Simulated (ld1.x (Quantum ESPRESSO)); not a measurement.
## Ranking ultrasoft potentials for hydrogen

All share these settings but for the change named:

hydrogen, ultrasoft, made with ld1.x (Quantum ESPRESSO) 7.5 (PBE, scalar-relativistic). Core none, reference 1s1. Waves: 1s (bound): rcut 0.60, rcutus 0.75 bohr; 1s channel at 1.1 Ry: rcut 0.60, rcutus 0.75 bohr; 2p channel at 0.45 Ry: rcut 0.55, rcutus 0.70 bohr; 2p channel at 2.45 Ry: rcut 0.55, rcutus 0.70 bohr. Local part: all-electron potential smoothed inside 0.65 bohr (lloc = -2). Core correction: none. Augmentation charge: built from norm-conserving waves at rcut, not smoothed further.

Cutoff: the first of the cutoffs (Ry, on a coarse ladder) from which the occupation-weighted sum of valence levels, in a spherical-Bessel basis at the reference potential, stays within 10 and 1 mRy of its value at 400 Ry; the density cutoff is not measured.

The base gives 30 Ry.

Of 11 variants that were run, those that failed, showed a ghost or another fault, or gave nearly equal values are left out.

A variant can come out equal or close to the base.

Question: Rank these variants from softest to hardest (loose cutoff).
A. type TM; waves now 1s (bound): rc 0.75 bohr; 2p channel at 0.45 Ry: rc 0.70 bohr; local potential all-electron potential smoothed inside 0.60 bohr (lloc = -2)
B. functional PBEsol
C. waves 1s (bound): rcut 0.60, rcutus 1.08 bohr; 1s channel at 1.1 Ry: rcut 0.60, rcutus 1.08 bohr
D. added wave 2p channel at 0.45 Ry: rc 0.70 bohr; removed wave 2p channel at 0.45 Ry: rcut 0.55, rcutus 0.70 bohr; removed wave 2p channel at 2.45 Ry: rcut 0.55, rcutus 0.70 bohr

Answer: C (18 Ry), B (25 Ry), D (30 Ry), A (35 Ry).
